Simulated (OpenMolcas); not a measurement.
**Multiconfigurational calculation on Mn⁵⁺**

Input:

```
&GATEWAY
Coord
1

Mn 0.0 0.0 0.0
Basis=ANO-RCC-VTZP
Group=XYZ
NoMove
AngMom=0.0 0.0 0.0
AMFI
&SEWARD
&RASSCF
FileOrb=start.orb
Symmetry=1
Spin=3
nActEl=2 0 0
Inactive=3 6
Ras2=5 0
CIRoot=10 10 1
SDav=10
CIMx=300
Iter=120 100
PrWF=0.3
OrbListing=Nothing
MaxOrb=0
Atom
>>> COPY $Project.JobIph JOBPRE
&RASSCF
FileOrb=start.orb
Symmetry=1
Spin=3
nActEl=2 0 0
Inactive=3 6
Ras2=10 0
CIRoot=10 10 1
SDav=45
CIMx=300
Iter=120 100
PrWF=0.3
OrbListing=Nothing
MaxOrb=0
Atom
>>> COPY $Project.JobIph JOB001
&RASSCF
FileOrb=start.orb
Symmetry=1
Spin=1
nActEl=2 0 0
Inactive=3 6
Ras2=10 0
CIRoot=15 15 1
SDav=55
CIMx=300
Iter=120 100
PrWF=0.3
OrbListing=Nothing
MaxOrb=0
Atom
>>> COPY $Project.JobIph JOB002
&RASSI
NrOfJobIphs=2 10 15
1 2 3 4 5 6 7 8 9 10
1 2 3 4 5 6 7 8 9 10 11 12 13 14 15
IphNames
JOB001
JOB002
EJob
SpinOrbit
DIPRint=1.0
SOCoupling=1000.0
Subsets=2
MEES
Property=10
'ANGMOM' 1 'ANGMOM' 2 'ANGMOM' 3 'MLTPL  1' 1 'MLTPL  1' 2 'MLTPL  1' 3
'AMFI' 1 'AMFI' 2 'AMFI' 3 'MLTPL  2' 6
SOProperty=3
'ANGMOM' 1 'ANGMOM' 2 'ANGMOM' 3
```

Launched by
```bash
OMP_NUM_THREADS=1 MOLCAS_MEM=1689 MOLCAS_PROJECT=a pymolcas a.inp > a.log  # once for each step of the input, in one work folder
```

A driver script runs the steps one by one and writes start.orb anew before each from the orbitals found so far.

Output, cut to the results:

```
--- SEWARD ---
Basis set label: MN.ANO-RCC...6S5P3D2F1G.

      Electronic valence basis set:
      ------------------
      Associated Effective Charge  25.000000 au
      Associated Actual Charge     25.000000 au
      Nuclear Model: Point charge

      Shell  nPrim  nBasis  Cartesian Spherical Contaminant
         s      21       6        X
         p      15       5        X
         d      10       3                 X
         f       6       2                 X
         g       4       1                 X
                  Relativistic Douglas-Kroll-Hess integrals:
                    - DKH order of Hamiltonian: 2
                    - DKH order of Properties : 0
                  Atomic mean-field integrals
--- RASSCF ---
Wave function specifications:
      -----------------------------

      Number of closed shell electrons          18
      Number of electrons in active shells       2
      Max number of holes in RAS1 space          0
      Max nr of electrons in RAS3 space          0
      Number of inactive orbitals                9
      Number of active orbitals                 10
      Number of secondary orbitals              40
      Spin quantum number                      1.0
      State symmetry                             1
Orbital specifications:
      -----------------------

      Symmetry species                           1   2
                                                ag  au
      Frozen orbitals                            0   0
      Inactive orbitals                          3   6
      Active orbitals                           10   0
      RAS1 orbitals                              0   0
      RAS2 orbitals                             10   0
      RAS3 orbitals                              0   0
      Secondary orbitals                        17  23
      Deleted orbitals                           0   0
      Number of basis functions                 30  29
      Number of CSFs                            45
      Number of root(s) required                10
      Iter CI   SX   CI       RASSCF       Energy    max ROT     max BLB   max BLB  Level Ln srch  Step   QN
          iter iter root      energy       change     param      element    value   shift minimum  type update
 Nr of preliminary CI iterations:   1
      Total energies have been shifted. Add                -1000.00 au
        1   1    6    0  -150.90378444    0.00E+00   5.26E-01*   6  10 2 -3.38E-04*  0.00   0.00    SX    NO
        2   1    6    0  -150.90520192   -1.42E-03*  1.80E-01*   5  18 1  3.32E-04*  0.00   0.00    SX    NO
        3   1    6    0  -150.90536698   -1.65E-04* -1.80E-02    6  10 2 -5.15E-04*  0.00   0.00    SX    NO
        4   1    5    0  -150.90537025   -3.26E-06*  3.91E-03    5  18 1 -5.30E-05   0.00   0.00    SX    NO
        5   1    5    0  -150.90537033   -7.92E-08* -2.58E-04    6  10 2  6.21E-05   0.00   0.91    QN   YES
        6   1    4    0  -150.90537033   -4.88E-09   7.41E-05    6  10 2 -1.07E-05   0.00   0.96    QN   YES
      Convergence after  6 iterations
        7   1    4    0  -150.90537033   -2.43E-11   7.41E-05    6  10 2  6.05E-06   0.00   0.96    QN   YES
      Natural orbitals and occupation numbers for root  1
      sym 1:   0.904612   0.904612   0.095062  -0.000000   0.095062   0.000295   0.000295  -0.000000   0.000031   0.000031
      Natural orbitals and occupation numbers for root  2
      sym 1:   0.809569  -0.000000   0.190106   0.809569   0.190106   0.000264  -0.000000   0.000264   0.000062   0.000062
      Natural orbitals and occupation numbers for root  3
      sym 1:   0.169443   0.830231   0.830231   0.169443  -0.000000  -0.000000   0.000270   0.000270   0.000055   0.000055
::    RASSCF root number  1 Total energy:  -1150.93422983
::    RASSCF root number  2 Total energy:  -1150.93422983
::    RASSCF root number  3 Total energy:  -1150.93422983
::    RASSCF root number  4 Total energy:  -1150.93422983
::    RASSCF root number  5 Total energy:  -1150.93422983
::    RASSCF root number  6 Total energy:  -1150.93422983
::    RASSCF root number  7 Total energy:  -1150.93422983
::    RASSCF root number  8 Total energy:  -1150.83803150
::    RASSCF root number  9 Total energy:  -1150.83803150
::    RASSCF root number 10 Total energy:  -1150.83803150
--- RASSCF ---
Wave function specifications:
      -----------------------------

      Number of closed shell electrons          18
      Number of electrons in active shells       2
...
--- RASSI ---
SPIN-FREE ENERGIES:
  (Shifted by EMIN (a.u.) =      -1150.9342298307)

 SF State       Relative EMIN(au)   Rel lowest level(eV)    D:o, cm**(-1)      L_eff

     1             0.0000000000        0.0000000000              0.0000         3.0
     2             0.0000000000        0.0000000000              0.0000         3.0
     3             0.0000000000        0.0000000000              0.0000         3.0
     4             0.0000000000        0.0000000000              0.0000         3.0
     5             0.0000000000        0.0000000000              0.0000         3.0
     6             0.0000000000        0.0000000000              0.0000         3.0
     7             0.0000000000        0.0000000000              0.0000         3.0
    11             0.0805131400        2.1908741505          17670.5917         2.0
    12             0.0805131400        2.1908741505          17670.5917         2.0
    13             0.0805131400        2.1908741505          17670.5917         2.0
    14             0.0805131400        2.1908741505          17670.5917         2.0
    15             0.0805131400        2.1908741505          17670.5917         2.0
    10             0.0961983271        2.6176898341          21113.0924         1.0
     8             0.0961983271        2.6176898341          21113.0924         1.0
     9             0.0961983271        2.6176898341          21113.0924         1.0
    16             0.1249644999        3.4004572732          27426.5375         4.0
    17             0.1249644999        3.4004572732          27426.5375         4.0
    18             0.1249644999        3.4004572732          27426.5375         4.0
    19             0.1249644999        3.4004572732          27426.5375         4.0
    20             0.1249644999        3.4004572732          27426.5375         4.0
    21             0.1249644999        3.4004572732          27426.5375         4.0
...
```

Levels above the lowest, from the spin-orbit matrix, grouped by J:

```csv
Configuration,Term,J,E (cm⁻¹),Measured (cm⁻¹),Term weight %
3d²,³F,2,0.0,0.0,100
3d²,³F,3,754,746,100
3d²,³F,4,1711,1669,100
3d²,¹D,2,18570,15336,97
3d²,³P,0,21606,17782,100
3d²,³P,1,21871,18057,100
3d²,³P,2,22471,18628,97
3d²,¹G,4,28431,25511,100
3d²,¹S,0,67852,,100
```

Against the 7 measured excited levels shown (Corliss and Sugar, J. Phys. Chem. Ref. Data 6, 1253 (1977)) the mean absolute deviation is 2500 cm-1; the largest miss in energy is 3d² ³P₂: computed 22471, measured 18628 cm⁻¹ (+20.6 %).

Without dynamic correlation excited terms often stand tens of per cent too high (terms of higher spin than the ground term too low), and those without a measured partner can miss by more than the paired ones. Active for correlation alone: 4d; no level in the range computed is led by a configuration that fills it, so any true level of that kind is missing. Computed and measured levels are paired by configuration, term and J; levels that our copy of the source lacks, or whose pairing is in doubt (as where it misses far off the trend of its configuration), stay unpaired and out of the deviations. Levels of configurations outside the active space are missing. The first state left out of the spin-orbit step lies near 440000 cm-1 above the lowest spin-free state of the reference (among the parities and spins computed), and the list stops at four fifths of that energy or lower.

The RASSCF and RASSI steps took 10 s on 1 thread of Arm Neoverse V2, on a shared host; the integral step is not counted.

The term weight is that of the spin-free term in the level, not the purity of its configuration.
